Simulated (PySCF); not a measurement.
GeH7NSi2, SMILES [NH]1[GeH2][SiH2][SiH2]1.

The structure is a stationary point at PBE-D3(BJ)/def2-SVP. The structure was generated by enumeration, and PubChem lists no compound with its InChIKey, so it may never have been made.

All values below come from PBE-D3(BJ)/def2-SVP (PySCF).

Frequencies are harmonic and unscaled.

**Question.** Estimate the vibrational spectrum. (The exact figures need the calculation; the answer reports its results.)

**Answer.** 
```tsv
mode	ν (cm⁻¹)	IR (km/mol)	moving atoms (share of kinetic energy)
1	80	0.1	N 49 %, H 30 %, Si 16 %
2	280	1.2	Si 45 %, Ge 38 %, N 12 %
3	291	2.9	H 97 %
4	339	0.1	Si 71 %, Ge 19 %, H 9 %
5	374	1.4	H 97 %
6	423	0.5	Si 85 %, H 13 %
7	423	107.6	H 94 %
8	506	0.4	H 77 %, Si 18 %
9	551	13.6	H 69 %, N 15 %, Si 11 %
10	594	14.0	H 91 %
11	619	10.6	H 94 %
12	625	33.0	N 50 %, H 37 %
13	661	21.2	H 89 %
14	665	45.2	H 88 %
15	792	153.9	H 66 %, N 24 %
16	828	262.1	H 58 %, N 24 %, Si 18 %
17	870	82.3	H 87 %, N 8 %
18	885	27.0	H 92 %
19	960	104.9	H 94 %
20	1067	59.9	H 72 %, N 26 %
21	2029	188.9	H 99 %
22	2031	150.5	H 98 %
23	2113	128.0	H 96 %
24	2118	157.2	H 98 %
25	2154	69.0	H 98 %
26	2171	81.0	H 96 %
27	3513	20.6	H 93 %
```
